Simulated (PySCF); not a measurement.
C4H2Au2S3, SMILES [Au][S]c1ccc([S][Au])s1, multiplicity 1.

The structure is a stationary point at B3LYP-D3(BJ)/def2-SVP. The spin state was assumed, not searched. The def2 effective core potentials stand for the cores of Au; spin–orbit coupling is left out. Other conformers were not sampled.

These are HF/def2-SVP run with PySCF values and carry that method's errors.

Symmetry labels are those of the subgroup C2 that the program uses (full group C2).

Task: List the valence orbital energies around the gap with their symmetry. (An estimate is asked for; the answer gives what the named calculation found.)

Result: 
| orbital | symmetry | energy (eV) |
|---|---|---|
| HOMO−7 | A | -12.42 |
| HOMO−6 | B | -12.31 |
| HOMO−5 | A | -11.11 |
| HOMO−4 | B | -9.60 |
| HOMO−3 | A | -9.30 |
| HOMO−2 | B | -9.28 |
| HOMO−1 | B | -8.89 |
| HOMO | A | -7.22 |
| LUMO | B | -0.39 |
| LUMO+1 | A | -0.08 |
| LUMO+2 | A | 2.31 |
| LUMO+3 | B | 2.36 |
